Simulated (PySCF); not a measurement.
Molecule: SMILES CCCC(=O)OC, C5H10O2.

Geometry (Å), atoms numbered from 1 in this order:
```xyz
17

C    -2.343    0.339    0.182
C    -1.752   -1.010   -0.196
C    -0.433   -1.305    0.500
C     0.697   -0.428    0.025
O     0.722    0.182   -1.012
O     1.712   -0.425    0.898
C     2.849    0.331    0.521
H    -2.522    0.409    1.268
H    -1.668    1.159   -0.105
H    -3.305    0.510   -0.325
H    -1.588   -1.050   -1.285
H    -2.465   -1.815    0.047
H    -0.114   -2.346    0.316
H    -0.510   -1.208    1.595
H     2.589    1.393    0.392
H     3.580    0.216    1.330
H     3.269   -0.036   -0.427
```

Geometry PBE0-D3(BJ)/def2-SVP throughout; GIAO in PySCF, gas phase, one conformer, non-relativistic; equivalent atoms averaged; basis pcSseg-1.

(1) How do the shifts δ (against TMS, H2O at the same level) depend on the functional? (a selection of nuclei; ppm; last column core-seconds on shared hosts with different chips, so compare them loosely)

(2) Which nucleus among those listed moves most, in ppm?

Results:

(1) 
```
functional                    kind     C4    C3    C2    C1     O5  H15/H16/H17  H13/H14  H11/H12  H8/H9/H10  core-s
       PBE                     GGA  174.7  36.7  20.9  15.1  430.7         3.64     2.22     1.56       0.89      31
      BLYP                     GGA  176.4  37.7  22.2  15.8  434.5         3.66     2.22     1.57       0.92      30
      BP86                     GGA  174.9  36.9  20.9  15.2  426.7         3.65     2.23     1.55       0.90      29
      OPBE                     GGA  167.0  34.7  20.4  14.9  413.1         3.59     2.22     1.57       0.87      30
       KT3                     GGA  165.1  35.0  21.9  15.8  401.1         3.58     2.19     1.59       0.91      32
     B3LYP           global hybrid  179.4  36.9  20.6  15.3  438.7         3.63     2.17     1.54       0.93      33
      PBE0           global hybrid  178.2  35.9  19.2  14.7  435.1         3.60     2.16     1.52       0.90      34
 CAM-B3LYP  range-separated hybrid  182.4  36.6  19.1  14.5  442.5         3.64     2.14     1.51       0.92      27
   wB97X-D  range-separated hybrid  179.3  36.1  18.8  14.8  431.4         3.60     2.12     1.48       0.91      25
   LC-wPBE  range-separated hybrid  182.8  35.4  17.1  13.7  434.1         3.60     2.09     1.44       0.88      37
```

(2) O5 (ester carbonyl oxygen): from 401.1 ppm with KT3 to 442.5 ppm with CAM-B3LYP. The smallest spread is 0.05 ppm, at H8/H9/H10. Proton shifts span only some 12 ppm, so a few tenths of a ppm matter as much there as several ppm in carbon.
